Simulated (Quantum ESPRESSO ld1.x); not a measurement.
Task: Radial electron density D(r) = 4 pi r^2 rho(r) of an atom or ion with 1 electrons. Calculated with ld1.x of Quantum ESPRESSO 7.5: Dirac Kohn-Sham, LDA (Slater exchange, Gunnarsson-Lundqvist correlation), spin-unpolarised, spherical densities, point nucleus.

r (bohr)  D(r) (e/bohr)
0.03969         0.07479
0.04809          0.1044
0.05827          0.1441
0.07061          0.1963
0.08624          0.2663
0.1045           0.3499
0.1266           0.4490
0.1534           0.5597
0.1859           0.6735
0.2252           0.7763
0.2729           0.8491
0.3307           0.8710
0.4007           0.8261
0.4855           0.7124
0.5882           0.5498
0.7128           0.3791
0.8636           0.2490
1.046            0.1925
1.268            0.2064
1.536            0.2504
1.876            0.2694
2.274            0.2300
2.755            0.1496
3.338           0.07084
4.045           0.02320
4.901          0.004931
5.938         0.0006310

What is the nuclear charge?

Result: Z = 3. The innermost maximum, from 1s, lies near gamma/Z bohr with gamma = sqrt(1 - (Z/c)^2) = 1.000, here 0.333 bohr (found: 0.323), and its height grows with Z. The density is that of the lithium ion Li2+ in 1s0.5 2s0.5; the configuration itself is not fixed sharply by these data. D(r) has 2 maxima, at r = 0.323, 1.82 bohr, and minima at 1.10 bohr, inside which lie 0.52 electrons.
